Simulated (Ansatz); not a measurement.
`[F][In]([Cl])[O][SiH3]` + HCl → `[F][In]([Cl])[Cl]` + `O[SiH3]` at 298.15 K and 1 bar (ligand exchange at the In–O bond).

Gas-phase electronic energies from Ansatz, PBE0-D4/def2-TZVP geometries. CBS: MP2 limit from def2 TZ/QZ plus the TZ coupled-cluster correction, frozen cores. This one scheme is used for every species. Elements past krypton have def2 core potentials. For In outer-core shells are correlated without core-valence functions, which leaves a few kJ/mol of doubt a bond. One conformer a species, not always the lowest.

| species | CCSD(T)/CBS energy (Eh) | H − E (kJ/mol) | S (J/(mol·K)) |
| --- | --- | --- | --- |
| `[F][In]([Cl])[O][SiH3]` | -1115.57293 | 108.4 | 411.2 |
| HCl | -460.38127 | 26.6 | 186.8 |
| `[F][In]([Cl])[Cl]` | -1209.28900 | 27.9 | 339.6 |
| `O[SiH3]` | -366.69042 | 113.6 | 257.8 |

H − E and S are ideal-gas, rigid-rotor, harmonic terms from PBE0-D4/def2-TZVP, for one conformer and one mirror image of each species. 1 Eh = 2625.50 kJ/mol, R = 8.31446 J/(mol·K).

Problem. By hand: ΔE, ΔH, ΔS and ΔG.

Solution. ΔE = (-1209.28900) + (-366.69042) − (-1115.57293) − (-460.38127) = -0.02522 Eh = -66.2 kJ/mol. Δ(H − E) = 27.9 + 113.6 − 108.4 − 26.6 = 6.5, so ΔH = -59.7 kJ/mol. ΔS = 339.6 + 257.8 − 411.2 − 186.8 = -0.6 J/(mol·K). ΔG = -59.7 − 298.15 × (-0.6)/1000 = -59.5 kJ/mol.

Problem. By hand: the equilibrium constant, and the temperature at which ΔG would vanish if ΔH and ΔS stayed fixed.

Solution. log₁₀ K = −ΔG/(RT ln 10) = 10.4. ΔG = 0 at ΔH/ΔS = 99500 K, far beyond where these terms or the molecules hold.

The number of gas molecules stays the same, so ΔS is small and ΔH decides. A doubt of 5 kJ/mol in ΔE shifts log₁₀ K by 0.9 here. Other conformers and mirror images would add mixing entropy, several J/(mol·K) or more a flexible species. Modes under 60 cm⁻¹, often nearly free rotors, make the harmonic entropy too high. These are equilibria of isolated gas molecules and say nothing of rates. Largest T1 diagnostic: 0.015 (customary marks: 0.02 for closed shells, 0.045 for open ones).
